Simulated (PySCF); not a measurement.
CH₁₂N₂Si₃, SMILES N[SiH2]C(N)([SiH3])[SiH3]. The structure is a stationary point at PBE-D3(BJ)/def2-SVP. This is a generated structure with no PubChem entry under its InChIKey; it may be hypothetical. The values are those of a single conformer.

Computed equilibrium geometry at PBE-D3(BJ)/def2-SVP (PySCF confirms it by a frequency run) as bond lengths and angles (one conformer of several):
Atoms: N1 Si2 C3 N4 Si5 Si6 H7 H8 H9 H10 H11 H12 H13 H14 H15 H16 H17 H18. Bonded distances (Å): N1–Si2 1.752, N1–H7 1.023, N1–H8 1.023, Si2–C3 1.907, Si2–H9 1.518, Si2–H10 1.506, C3–N4 1.492, C3–Si5 1.905, C3–Si6 1.910, N4–H11 1.030, N4–H12 1.030, Si5–H13 1.506, Si5–H14 1.509, Si5–H15 1.503, Si6–H16 1.506, Si6–H17 1.506, Si6–H18 1.503. Bond angles (°): Si2–N1–H7 118.1, Si2–N1–H8 119.7, H7–N1–H8 109.7, N1–Si2–C3 108.5, N1–Si2–H9 115.1, N1–Si2–H10 105.4, C3–Si2–H9 105.2, C3–Si2–H10 114.2, H9–Si2–H10 108.7, Si2–C3–N4 112.8, Si2–C3–Si5 111.4, Si2–C3–Si6 109.6, N4–C3–Si5 107.2, N4–C3–Si6 107.6, Si5–C3–Si6 108.0, C3–N4–H11 111.0, C3–N4–H12 110.6, H11–N4–H12 106.2, C3–Si5–H13 110.4, C3–Si5–H14 109.0, C3–Si5–H15 110.8, H13–Si5–H14 108.4, H13–Si5–H15 109.8, H14–Si5–H15 108.4, C3–Si6–H16 109.1, C3–Si6–H17 110.7, C3–Si6–H18 110.2, H16–Si6–H17 108.1, H16–Si6–H18 109.7, H17–Si6–H18 109.0.
